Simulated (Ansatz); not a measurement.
Ansatz (an electronic-structure program) input (CCSD(T)/aug-cc-pVDZ):

Ansatz 0.2 input:
```yaml
crystal:
  periodic: [false, false, false]
  atoms:
    - {symbol: B, position_ang: [-0.00000000, -0.00000000, -0.78099334]}
    - {symbol: F, position_ang: [0.00000000, 0.00000000, 0.43388519]}
basis:
  gaussian:
    orbitals: aug-cc-pVDZ
total_charge: 1
magnetization: {spin_polarized: true, initial_magnetization: 1}
correlation: {method: ccsd_t, electrons: outside_noble_gas}
output: {forces: true}
```

End of the output:

```
integrals: 0.02 GiB planned
439 factors; integrals over basis functions are off by at most 8.9e-4 eV
mean field: 0.07 GiB planned
mean field evaluation 1: about -3359.4843 eV, gradient 4.7e1 eV
mean field evaluation 2: about -3359.4867 eV, gradient 4.7e1 eV
mean field evaluation 4: about -3367.3265 eV, gradient 2.8e0 eV
mean field evaluation 8: about -3367.4295 eV, gradient 1.5e-1 eV
mean field evaluation 16: about -3367.4161 eV, gradient 9.0e-1 eV
mean field evaluation 32: about -3367.4299 eV, gradient 1.0e-6 eV
mean field evaluation 64: about -3358.1369 eV, gradient 6.2e-1 eV
mean field -3367.42989302 eV, -123.7507660424 hartree, gradient 1.0e-6 eV, S^2 0.753722; 2 other end points of the search recorded, 0 dependent functions left out
2 core orbitals not correlated
reference -3367.42989302 eV, -123.7507660424 hartree; 5, 4 occupied and 39, 40 virtual orbitals, 439 factors
densities: 0.14 GiB planned
second order -6.42681887 eV of doubles, -0.00000000 eV of singles
coupled cluster: 0.11 GiB planned
cycle   1  -6.28018232 eV  change    1.5e-1 eV  update   7.7e-2
cycle   2  -6.45703125 eV  change   -1.8e-1 eV  update   2.4e-2
cycle   3  -6.51285379 eV  change   -5.6e-2 eV  update   1.4e-2
cycle   4  -6.50863934 eV  change    4.2e-3 eV  update   3.0e-3
cycle   5  -6.50734818 eV  change    1.3e-3 eV  update   1.2e-3
cycle   6  -6.50810476 eV  change   -7.6e-4 eV  update   4.6e-4
cycle   7  -6.50822329 eV  change   -1.2e-4 eV  update   2.0e-4
cycle   8  -6.50821210 eV  change    1.1e-5 eV  update   6.3e-5
cycle   9  -6.50823553 eV  change   -2.3e-5 eV  update   2.1e-5
cycle  10  -6.50823228 eV  change    3.3e-6 eV  update   7.3e-6
cycle  11  -6.50823539 eV  change   -3.1e-6 eV  update   2.7e-6
perturbative correction -0.18155675 eV, -0.0066720875 hartree
the calculation of the forces begins
Total energy: -3374.11968516 eV, -123.9966113692 hartree
Atom 0 at    -0.000000    -0.000000    -0.780993 Å, force    -0.000000    -0.000000    -1.981610 eV/Å
Atom 1 at     0.000000     0.000000     0.433885 Å, force     0.000000     0.000000     1.981610 eV/Å
Dipole moment:     0.000000    -0.000000    -0.706917 e Å
```
